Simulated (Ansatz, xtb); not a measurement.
# Relative energy of two structures of H3NSn

Structure X: `[NH2][SnH]`, a triplet. Structure Y: a singlet given by its coordinates. Both are isolated molecules in the gas phase, relaxed with B3LYP-D3(BJ)/def2-SVP; the shapes shown needn't be the lowest conformers.

X (Å):

```yaml
atoms:
  - { symbol: N, position_ang: [-0.8086, -1.1308, -2.1783] }
  - { symbol: Sn, position_ang: [1.2821, -0.9035, -2.0259] }
  - { symbol: H, position_ang: [-1.2856, -1.3716, -1.3062] }
  - { symbol: H, position_ang: [-1.1245, -1.7875, -2.8958] }
  - { symbol: H, position_ang: [1.6747, 0.7709, -2.4241] }
```

Y (Å):

```xyz
5

N    -1.2437   -0.2146   -1.5957
Sn    0.3888   -0.9142   -2.3415
H    -1.9361   -0.9793   -1.5547
H     0.8152   -2.4964   -2.8985
H     1.6862    0.1943   -2.5024
```

Close contacts (Å): N1–Sn2 1.93, N1–H3 1.03, Sn2–H3 2.46, Sn2–H4 1.73, Sn2–H5 1.71.

Question: Estimate which is lower in electronic energy at CCSD(T)/def2-TZVPP, and by roughly how much.

Answer: The CCSD(T)/def2-TZVPP calculation puts structure X lower, by 5.9 kcal/mol.

How the difference moves with the method:

```tsv
level	geometry	E(Y) − E(X) (kcal/mol)	departure from the last row (kcal/mol)	job, with rough time for the two
HF/STO-3G	GFN2-xTB	−1.3	−7.2	single point, 1.8 s
r2SCAN-D4/def2-SVP	GFN2-xTB	+14.2	+8.3	single point, 3 s
B3LYP-D3(BJ)/def2-SVP	B3LYP-D3(BJ)/def2-SVP	+15.6	+9.7	optimisation, 39 s
HF/def2-TZVPP	B3LYP-D3(BJ)/def2-SVP	+34.2	+28.3	part of the CCSD(T) run
MP2/def2-TZVPP	B3LYP-D3(BJ)/def2-SVP	+3.4	−2.5	part of the CCSD(T) run
CCSD(T)/def2-TZVPP	B3LYP-D3(BJ)/def2-SVP	+5.9		single point, 86 s
```

HF/STO-3G puts the two in the other order. The largest departure from CCSD(T)/def2-TZVPP is that of HF/def2-TZVPP, 28.3 kcal/mol. At CCSD(T)/def2-TZVPP a singlet with the links of X lies below this triplet.

With harmonic frequencies from B3LYP-D3(BJ)/def2-SVP (ideal gas, rigid rotor, one conformer each, 298.15 K, 1 atm): the zero-point term adds −2.7 kcal/mol; ΔH is +3.2 and ΔG +4.0 kcal/mol.

The T1 diagnostic of structure Y is large, so the coupled-cluster value is less sure. Open shells are spin-unrestricted. The correlated steps freeze 5 core orbitals; the filled d shell of Sn is correlated, in a basis made for valence electrons. Atoms past krypton carry core potentials in the def2 sets, other sets are all-electron and non-relativistic, and no spin–orbit term is included. ΔG holds the spin degeneracy. Codes used: Ansatz 0.2.0, xtb 6.7.1; the last row on 1 thread of Intel(R) Xeon(R) Platinum 8259CL CPU @ 2.50GHz (Skylake/Cascade Lake) on a shared host.
